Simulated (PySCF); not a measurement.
CH10O2Si3 (SMILES CO[Si](O)([SiH3])[SiH3]), singlet, geometry from GFN2-xTB, atoms displaced at random by about 0.03 Å a coordinate; TPSS/STO-3G, gradient in PySCF.

PySCF was given this input:
```python
from pyscf import gto, scf, dft

mol = gto.Mole()
mol.atom = '''
    C    -0.51114276    2.33483618    0.60614267
    O     0.15142392    1.53920798   -0.29350228
    Si    0.31753764   -0.12162272   -0.23647302
    O     1.17241922   -0.33065415   -1.56838724
    Si    1.47338586   -0.79683480    1.56522753
    Si   -1.91121952   -0.95679110   -0.67613142
    H    -0.33878655    3.38951675    0.31874221
    H    -1.60370447    2.11038731    0.61676293
    H    -0.13286256    2.18343444    1.62161232
    H     1.41642433    0.39121289   -2.19463222
    H     1.63773207   -2.24546023    1.57116517
    H     0.71538339   -0.49203726    2.81300664
    H     2.64996136   -0.16991687    1.66069897
    H    -1.89169744   -2.42537603   -0.85530954
    H    -2.57318120   -0.42850495   -1.94947244
    H    -2.85122056   -0.62404296    0.39236368
'''
mol.basis = 'sto-3g'
mol.verbose = 4
mol.build()

mf = dft.RKS(mol)
mf.xc = 'tpss'
mf.grids.level = 5
mf.kernel()
g = mf.nuc_grad_method()
g.grid_response = True
grad = g.kernel()
```

It wrote (shortened):

```
PySCF version 2.14.0

[INPUT] verbose = 4
[INPUT] num. atoms = 16
[INPUT] num. electrons = 74
[INPUT] charge = 0
[INPUT] spin (= nelec alpha-beta = 2S) = 0
[INPUT] symmetry False subgroup None
[INPUT] Mole.unit = angstrom
[INPUT] Symbol           X                Y                Z      unit          X                Y                Z       unit  Magmom
[INPUT]  1 C     -0.511142760000   2.334836180000   0.606142670000 AA   -0.965919826954   4.412200925926   1.145443638713 Bohr   0.0
[INPUT]  2 O      0.151423920000   1.539207980000  -0.293502280000 AA    0.286149737508   2.908681530945  -0.554638926135 Bohr   0.0
[INPUT]  3 Si     0.317537640000  -0.121622720000  -0.236473020000 AA    0.600059173841  -0.229833631325  -0.446869243649 Bohr   0.0
[INPUT]  4 O      1.172419220000  -0.330654150000  -1.568387240000 AA    2.215551228976  -0.624845785451  -2.963822340862 Bohr   0.0
[INPUT]  5 Si     1.473385860000  -0.796834800000   1.565227530000 AA    2.784295751207  -1.505799538523   2.957851354329 Bohr   0.0
[INPUT]  6 Si    -1.911219520000  -0.956791100000  -0.676131420000 AA   -3.611681456723  -1.808073137421  -1.277703208013 Bohr   0.0
[INPUT]  7 H     -0.338786550000   3.389516750000   0.318742210000 AA   -0.640213794186   6.405258352126   0.602335481239 Bohr   0.0
[INPUT]  8 H     -1.603704470000   2.110387310000   0.616762930000 AA   -3.030562233041   3.988054032658   1.165513021484 Bohr   0.0
[INPUT]  9 H     -0.132862560000   2.183434440000   1.621612320000 AA   -0.251073850609   4.126093102543   3.064403165021 Bohr   0.0
[INPUT] 10 H      1.416424330000   0.391212890000  -2.194632220000 AA    2.676654059871   0.739285218500  -4.147253839946 Bohr   0.0
[INPUT] 11 H      1.637732070000  -2.245460230000   1.571165170000 AA    3.094865077717  -4.243304858303   2.969071867756 Bohr   0.0
[INPUT] 12 H      0.715383390000  -0.492037260000   2.813006640000 AA    1.351878681163  -0.929815664481   5.315812136183 Bohr   0.0
[INPUT] 13 H      2.649961360000  -0.169916870000   1.660698970000 AA    5.007701211080  -0.321096348243   3.138266228647 Bohr   0.0
[INPUT] 14 H     -1.891697440000  -2.425376030000  -0.855309540000 AA   -3.574790072141  -4.583296445785  -1.616300782328 Bohr   0.0
[INPUT] 15 H     -2.573181200000  -0.428504950000  -1.949472440000 AA   -4.862607736880  -0.809756998520  -3.683968998988 Bohr   0.0
[INPUT] 16 H     -2.851220560000  -0.624042960000   0.392363680000 AA   -5.388025979129  -1.179270284363   0.741459896426 Bohr   0.0

nuclear repulsion = 465.828248749583
number of shells = 34
number of NR pGTOs = 156
number of NR cGTOs = 52
basis = sto-3g
ecp = {}

******** <class 'pyscf.dft.rks.RKS'> ********
method = RKS
initial guess = minao
damping factor = 0
level_shift factor = 0
DIIS = <class 'pyscf.scf.diis.CDIIS'>
diis_start_cycle = 1
diis_space = 8
diis_damp = 0
SCF conv_tol = 1e-09
SCF conv_tol_grad = None
SCF max_cycles = 50
direct_scf = True
direct_scf_tol = 1e-13
XC library pyscf.dft.libxc version 7.1.2
    S. Lehtola, C. Steigemann, M. J. T. Oliveira, and M. A. L. Marques,  SoftwareX 7, 1–5 (2018)
XC functionals = tpss
    J. Tao, J. P. Perdew, V. N. Staroverov, and G. E. Scuseria,  Phys. Rev. Lett. 91, 146401 (2003)
    J. P. Perdew, J. Tao, V. N. Staroverov, and G. E. Scuseria,  J. Chem. Phys. 120, 6898 (2004)
    J. Tao, J. P. Perdew, V. N. Staroverov, and G. E. Scuseria,  Phys. Rev. Lett. 91, 146401 (2003)
    J. P. Perdew, J. Tao, V. N. Staroverov, and G. E. Scuseria,  J. Chem. Phys. 120, 6898 (2004)
radial grids:
    Treutler-Ahlrichs [JCP 102, 346 (1995); DOI:10.1063/1.469408] (M4) radial grids

becke partition: Becke, JCP 88, 2547 (1988); DOI:10.1063/1.454033
pruning grids: <function nwchem_prune>
grids dens level: 5
symmetrized grids: False
atomic radii adjust function: <function treutler_atomic_radii_adjust>
small_rho_cutoff = 0
Set gradient conv threshold to 3.16228e-05
Initial guess from minao.
tot grids = 494992
init E= -1050.46490642
  HOMO = -0.303378228789702  LUMO = -0.0076227174166093  gap/eV = 8.04792
cycle= 1 E= -1050.29222305319  delta_E= 0.173  |g|= 0.77  |ddm|= 4.54
  HOMO = 0.113572935917072  LUMO = 0.127176545198016  gap/eV = 0.37017
cycle= 2 E= -1049.03538311009  delta_E= 1.26  |g|= 2.16  |ddm|= 4.66
  HOMO = -0.0537529980089793  LUMO = 0.153351895733731  gap/eV = 5.63561
cycle= 3 E= -1050.49743772074  delta_E= -1.46  |g|= 0.151  |ddm|= 3.94
  HOMO = -0.0641486834396933  LUMO = 0.137224674832326  gap/eV = 5.47965
cycle= 4 E= -1050.50020582077  delta_E= -0.00277  |g|= 0.134  |ddm|= 0.517
  HOMO = -0.0762035552431064  LUMO = 0.13642673530947  gap/eV = 5.78596
cycle= 5 E= -1050.50621409588  delta_E= -0.00601  |g|= 0.0196  |ddm|= 0.237
  HOMO = -0.0776453945698858  LUMO = 0.138273617991723  gap/eV = 5.87546
cycle= 6 E= -1050.50636604493  delta_E= -0.000152  |g|= 0.0048  |ddm|= 0.0454
  HOMO = -0.0778408870367644  LUMO = 0.138260982320919  gap/eV = 5.88043
cycle= 7 E= -1050.50637528923  delta_E= -9.24e-06  |g|= 0.000753  |ddm|= 0.0101
  HOMO = -0.0779687411485902  LUMO = 0.138255125517882  gap/eV = 5.88375
cycle= 8 E= -1050.50637550418  delta_E= -2.15e-07  |g|= 0.000184  |ddm|= 0.00172
  HOMO = -0.0779529049364336  LUMO = 0.138283483509017  gap/eV = 5.88409
cycle= 9 E= -1050.50637551796  delta_E= -1.38e-08  |g|= 3.62e-05  |ddm|= 0.000409
  HOMO = -0.0779540495131895  LUMO = 0.138281380759853  gap/eV = 5.88407
cycle= 10 E= -1050.50637551853  delta_E= -5.7e-10  |g|= 7.4e-06  |ddm|= 8.75e-05
  HOMO = -0.0779545321633148  LUMO = 0.138280068349204  gap/eV = 5.88404
Extra cycle  E= -1050.50637551854  delta_E= -3.87e-12  |g|= 7.41e-06  |ddm|= 2.34e-05
converged SCF energy = -1050.50637551854

******** <class 'pyscf.grad.rks.Gradients'> for <class 'pyscf.dft.rks.RKS'> ********
unit = Eh/Bohr
grid_response = True
--------------- RKS gradients ---------------
         x                y                z
0 C     0.0253206344    -0.0095802377    -0.0227232085
1 O    -0.0395375821    -0.0015549684     0.0544121204
2 Si     0.0686897104    -0.0057323274    -0.0216279581
3 O    -0.0444917223     0.0589492841     0.0424440362
4 Si     0.0700998332     0.0430785185    -0.0279985344
5 Si    -0.0010085199     0.0011586597     0.0183104479
6 H     0.0045694435    -0.0089566181    -0.0015443915
7 H     0.0094975387    -0.0081177716    -0.0050362388
8 H    -0.0018902166    -0.0052786296    -0.0257836707
9 H     0.0048562216    -0.0305223266     0.0046498754
10 H    -0.0037840557    -0.0060139145     0.0006875763
11 H    -0.0098845710     0.0026083888     0.0173713458
12 H    -0.0618146040    -0.0294741552    -0.0036093217
13 H     0.0023715776    -0.0133560282    -0.0048473511
14 H    -0.0188100430     0.0085741813    -0.0274181520
15 H    -0.0041836447     0.0042179449     0.0027134249
----------------------------------------------
```
